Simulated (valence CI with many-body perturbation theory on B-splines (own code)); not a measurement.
**Energy levels of Ca¹⁵⁺**

Computed by relativistic CI+MBPT: three valence electrons over a frozen Dirac-Fock core [He], radial functions for each j: 11 s, 11 p, 10 d, 8 f, 5 g, 2 h, with the one-electron correlation potential Σ1, the two-electron term Σ2, the three-electron term Σ3, Breit, model QED; selected CI, second order for the rest, scaled by the run's own slope (own B-spline code, finite nucleus).

No measured spectrum was set against this ion. As an estimate, levels of excited configurations hold to 0.05 to 0.15 % of their energy, terms of the ground configuration to about 0.5 %.

Levels 136 to 180 of 195, with energies above the lowest level, 2s²2p ²P°_1/2. "Leading %" is the weight of the configuration and term that name the level; weights of strongly mixed levels are sums over their largest components and can fall short. In the jj column 3d3/2^4 stands for four electrons in 3d with j = 3/2. Lifetimes count E1, E2, E3, M1 and M2 decay at the calculated energies, and are blank where another channel may lead or the interval is too uncertain; long ones can be off by a factor of two.

```tsv
No.	Configuration	Term	J	E (eV)	Leading %	g	Lifetime	Leading jj
136	2s2p4s	⁴P°	5/2	776.65	99	1.599	1.92 ps	2s 2p3/2 4s (99 %)
137	2s2p4p	⁴D	1/2	778.15	79	0.183	2.26 ps	2s 2p1/2 4p1/2 (96 %)
138	2s2p4s	²P°	3/2	778.74	92	1.358	1.82 ps	2s 2p3/2 4s (97 %)
139	2s2p4p	⁴D	3/2	779.07	87	1.247	3.81 ps	2s 2p1/2 4p3/2 (50 %)
140	2s2p4p	²P	3/2	779.91	38	1.551	1.35 ps	2s 2p1/2 4p3/2 (51 %)
141	2s2p4p	⁴D	5/2	780.38	82	1.392	3.77 ps	2s 2p1/2 4p3/2 (67 %)
142	2s2p4p	²P	1/2	780.48	70	0.860	924 fs	2s 2p1/2 4p3/2 (67 %)
143	2s2p4p	⁴P	1/2	781.14	80	2.357	2.77 ps	2s 2p1/2 4p1/2 (69 %)
144	2s2p4p	²D	3/2	781.70	47	1.285	1.03 ps	2s 2p1/2 4p3/2 (64 %)
145	2s2p4p	⁴D	7/2	783.19	100	1.428	4.27 ps	2s 2p3/2 4p3/2 (100 %)
146	2s2p4d	⁴F°	3/2	783.66	86	0.487	1.33 ps	2s 2p1/2 4d3/2 (92 %)
147	2s2p4p	⁴P	3/2	783.75	34	1.379	1.27 ps	2s 2p3/2 4p1/2 (81 %)
148	2s2p4p	⁴P	5/2	784.03	73	1.522	3.01 ps	2s 2p3/2 4p1/2 (66 %)
149	2s2p4p	⁴S	3/2	784.15	42	1.597	1.55 ps	2s 2p3/2 4p3/2 (80 %)
150	2s2p4d	⁴F°	5/2	784.28	75	1.113	875 fs	2s 2p1/2 4d5/2 (59 %)
151	2s2p4d	⁴F°	7/2	785.41	75	1.276	819 fs	2s 2p1/2 4d5/2 (66 %)
152	2s2p4p	²D	5/2	785.53	85	1.254	829 fs	2s 2p3/2 4p3/2 (73 %)
153	2s2p4d	⁴P°	5/2	785.60	44	1.376	529 fs	2s 2p1/2 4d5/2 (55 %)
154	2s2p4d	⁴D°	3/2	786.01	58	1.276	371 fs	2s 2p1/2 4d5/2 (37 %)
155	2s2p4d	⁴D°	1/2	786.19	88	0.225	312 fs	2s 2p1/2 4d3/2 (70 %)
156	2s2p4p	²S	1/2	786.71	86	1.925	801 fs	2s 2p3/2 4p3/2 (87 %)
157	2s2p4d	²D°	3/2	786.96	66	0.889	573 fs	2s 2p1/2 4d3/2 (35 %)
158	2s2p4f	⁴G	5/2	787.58	49	0.808	1.04 ps	2s 2p1/2 4f5/2 (98 %)
159	2s2p4d	²F°	5/2	787.60	39	1.119	448 fs	2s 2p1/2 4d5/2 (46 %)
160	2s2p4f	⁴F	7/2	787.67	36	1.154	1.05 ps	2s 2p1/2 4f7/2 (97 %)
161	2s2p4d	⁴F°	9/2	788.06	100	1.333	2.07 ps	2s 2p3/2 4d5/2 (100 %)
162	2s2p4f	⁴F	3/2	788.76	80	0.520	1.04 ps	2s 2p1/2 4f5/2 (71 %)
163	2s2p4f	⁴F	9/2	788.86	47	1.241	1.05 ps	2s 2p1/2 4f7/2 (72 %)
164	2s2p4f	⁴F	5/2	788.88	37	1.020	1.04 ps	2s 2p1/2 4f7/2 (56 %)
165	2s2p4d	⁴D°	7/2	788.90	75	1.380	377 fs	2s 2p3/2 4d5/2 (61 %)
166	2s2p4f	²F	7/2	788.92	39	1.065	1.05 ps	2s 2p1/2 4f5/2 (71 %)
167	2s2p4d	⁴D°	5/2	789.28	55	1.399	377 fs	2s 2p3/2 4d3/2 (72 %)
168	2s2p4f	⁴G	5/2	789.40	38	0.898	1.05 ps	2s 2p1/2 4f5/2 (57 %)
169	2s2p4f	²G	7/2	789.43	43	1.127	1.08 ps	2s 2p1/2 4f7/2 (72 %)
170	2s2p4d	⁴P°	3/2	789.53	68	1.556	415 fs	2s 2p3/2 4d3/2 (85 %)
171	2s2p4d	⁴P°	1/2	789.66	92	2.453	468 fs	2s 2p3/2 4d3/2 (96 %)
172	2s2p4d	²F°	5/2	790.36	53	1.046	438 fs	2s 2p3/2 4d5/2 (70 %)
173	2s2p4d	²P°	3/2	791.43	77	1.255	466 fs	2s 2p3/2 4d5/2 (76 %)
174	2s2p4d	²F°	7/2	791.92	96	1.151	336 fs	2s 2p3/2 4d3/2 (55 %)
175	2s2p4f	⁴F	9/2	792.11	50	1.251	1.04 ps	2s 2p3/2 4f7/2 (76 %)
176	2s2p4f	⁴F	7/2	792.16	41	1.158	1.04 ps	2s 2p3/2 4f5/2 (93 %)
177	2s2p4f	⁴F	5/2	792.39	35	1.130	1.04 ps	2s 2p3/2 4f5/2 (98 %)
178	2s2p4f	⁴G	11/2	792.42	100	1.272	1.04 ps	2s 2p3/2 4f7/2 (100 %)
179	2s2p4d	²P°	1/2	792.44	95	0.656	431 fs	2s 2p3/2 4d5/2 (92 %)
180	2s2p4f	²F	7/2	792.44	42	1.176	1.06 ps	2s 2p3/2 4f7/2 (93 %)
```

Names give the largest LS component (configuration and term), which can be under half, so a name can repeat, a term be missing and a line seem to break the LS rules; names also repeat where a configuration has a term twice.

Where two levels of one J and parity lie close, their mixing, g and order are uncertain.
